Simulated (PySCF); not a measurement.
Species: VF₃ (triplet state).
Bonds: V1–F2, V1–F3, V1–F4.

Theory: PBE0-D3(BJ)/def2-SVP geometry optimisation, gas phase (PySCF 2.14.0).

Question: List the bond lengths and angles at this level.

Answer: 
| bond | length (pm) |
| --- | --- |
| V1–F2 | 172.0 |
| V1–F3, V1–F4 | 173.3 |

Bonds in one row agree within 1 pm and their mean is given. A selection of angles:
| angle | degrees |
| --- | --- |
| F2–V1–F3 | 123.5 |
| F2–V1–F4 | 125.5 |
| F3–V1–F4 | 111.0 |

The 4 heavy atoms lie in one plane (0.000 Å rms). V1 (vanadium bonded to 3 F) is planar (angles 125.5°, 123.5° and 111.0°, sum 360.0°, 0.00 Å off the plane of its three neighbours).

Point group: near D3h, missed by 0.21 Å at most; the miss may be what the optimiser left on a soft mode (C2v holds within 0.08 Å). Whether it is a minimum is left open (no frequencies). ⟨S²⟩ = 2.009 (exact for a triplet: 2.00).

Neither the SCF state along the optimisation nor the shape of the open-shell metal species was proved the lowest: other solutions of the same spin, or a structure of lower symmetry, can lie below.
